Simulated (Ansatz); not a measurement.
Born–Oppenheimer molecular dynamics of GaH5O2S (9 atoms, charge 0, multiplicity 1). It starts at the highest image of a converged band. Of that band: The profile has 2 maxima (images 2, 4) with wells between them (image 3): this band takes more than one step, which may be the mechanism or a detour left from its start path. A vibrational analysis at the climbing image gives one clearly imaginary mode, 324i cm⁻¹: a first-order saddle point.

Level of theory: UKS PBE0/def2-SVP in Ansatz.

```
ensemble                      : NVE (velocity Verlet)
time step                     : 0.5 fs
steps asked                   : 200
starting velocities drawn for : 300 K
seed                          : 9571
```

First frame:

```xyz
9
Properties=species:S:1:pos:R:3
Ga -0.795 -0.806 -0.222
S 1.624 -1.112 0.489
H -0.862 -1.137 -1.740
H -1.644 -1.309 0.989
H 1.096 0.257 0.421
O -0.201 1.001 0.130
O -0.120 1.743 -1.085
H 1.349 -1.239 1.806
H -0.447 2.603 -0.787
```

(1) How far do the bonds stretch over the last three quarters of this one trajectory? (Pairs bonded in most of those frames.)

Results:

(1) 
```json
{"bond": "Ga1–S2", "mean (Å)": "2.297", "spread (Å)": "0.118", "shortest": "2.16", "longest": "2.50"}
{"bond": "Ga1–H3", "mean (Å)": "1.562", "spread (Å)": "0.006", "shortest": "1.55", "longest": "1.57"}
{"bond": "Ga1–H4", "mean (Å)": "1.564", "spread (Å)": "0.022", "shortest": "1.53", "longest": "1.61"}
{"bond": "S2–H8", "mean (Å)": "1.358", "spread (Å)": "0.047", "shortest": "1.29", "longest": "1.42"}
{"bond": "H5–O6", "mean (Å)": "1.013", "spread (Å)": "0.074", "shortest": "0.89", "longest": "1.15"}
{"bond": "O6–O7", "mean (Å)": "1.413", "spread (Å)": "0.007", "shortest": "1.40", "longest": "1.43"}
{"bond": "O7–H9", "mean (Å)": "0.969", "spread (Å)": "0.015", "shortest": "0.95", "longest": "0.99"}
```

Mean temperature of the second half: 543 K. The conserved energy stayed within 0.51 meV per atom of its start (net change 0.094 meV per atom), so the integration is sound. The kinetic energy rose, since the run started high on the potential surface and went downhill. It ends in pieces (GaH3S + H2O2), so much of that is their flight and rotation, not heat. A run of 0.1 ps of so small a system gives no equilibrium averages. The orbitals stay closed-shell, which can raise the energy where a bond breaks towards radicals; this wasn't checked here.

The run took 12 min on 4 threads of Arm Neoverse N1 (shared host), peak memory 0.35 GiB.
